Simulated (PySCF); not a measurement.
A structure optimised at PBE-D3(BJ)/def2-SVP, used in a PySCF frequency run:

```xyz
9

Ge     0.0000     0.0000     0.6345
P      2.0109     0.0005    -0.5836
P     -2.0109    -0.0005    -0.5836
H      0.0008    -1.2583     1.5471
H     -0.0008     1.2583     1.5471
H      1.5553     1.0372    -1.4763
H      1.5590    -1.0441    -1.4689
H     -1.5553    -1.0372    -1.4763
H     -1.5590     1.0441    -1.4689
```
Charge 0, spin multiplicity 1.

Q: Write its SMILES, formula and point group.

A: [PH2][GeH2][PH2], GeH₆P₂, C2

Q: What are its rotational constants (standard atomic weights)?

A: 7.1077, 1.8870, 1.5607 GHz
